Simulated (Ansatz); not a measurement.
Ansatz (a quantum-chemistry and plane-wave program) input file for Ge(H)3(Et) (C2H8Ge), SMILES C[CH2][GeH3], CAM-B3LYP/def2-SVPD. Geometry: B3LYP-D3(BJ)/def2-SVP.

Ansatz 0.2 input:
```yaml
crystal:
  periodic: [false, false, false]
  atoms:
    - {symbol: Ge, position_ang: [-0.05828338, -0.77886771, -0.00000000]}
    - {symbol: C, position_ang: [0.69382871, 1.04639901, 0.00000000]}
    - {symbol: C, position_ang: [-0.37099238, 2.14625502, 0.00000000]}
    - {symbol: H, position_ang: [1.06754691, -1.83633033, -0.00000000]}
    - {symbol: H, position_ang: [-0.93879030, -0.98866713, -1.25300752]}
    - {symbol: H, position_ang: [-0.93879030, -0.98866713, 1.25300752]}
    - {symbol: H, position_ang: [1.34855343, 1.13435670, 0.88299676]}
    - {symbol: H, position_ang: [1.34855343, 1.13435670, -0.88299676]}
    - {symbol: H, position_ang: [-1.02165570, 2.08107435, -0.88753860]}
    - {symbol: H, position_ang: [-1.02165570, 2.08107435, 0.88753860]}
    - {symbol: H, position_ang: [0.08428829, 3.15064514, 0.00000000]}
basis:
  gaussian:
    orbitals: def2-SVPD
hamiltonian:
  xc: {name: CAM-B3LYP}
```

Program output:

```
WARN ansatz: RAYON_NUM_THREADS=1 ignored (pool sized by the plan → 1); use --threads N
Functional definition: CAM-B3LYP
integrals: 0.09 GiB planned
1284 factors; their error is unknown
integrals: 0.11 GiB planned
514 factors; integrals over basis functions are off by at most 4.1e-6 eV
mean field: 0.82 GiB planned
mean field evaluation 1: about -58711.8793 eV, gradient 4.2e1 eV
mean field evaluation 2: about -58711.7098 eV, gradient 4.2e1 eV
mean field evaluation 4: about -58715.8019 eV, gradient 9.9e-1 eV
mean field evaluation 8: about -58715.9097 eV, gradient 2.0e-1 eV
mean field -58715.90977133 eV, -2157.7698850232 hartree, gradient 7.5e-5 eV, S^2 0.000000; 0 other end points of the search recorded, 0 dependent functions left out
reference -58715.90990066 eV, -2157.7698897761 hartree; 26, 26 occupied and 116, 116 virtual orbitals, 1284 factors
Total energy: -58715.90990066 eV, -2157.7698897761 hartree
```

Self-consistency was reached.

Cost: roughly 3 core-seconds.
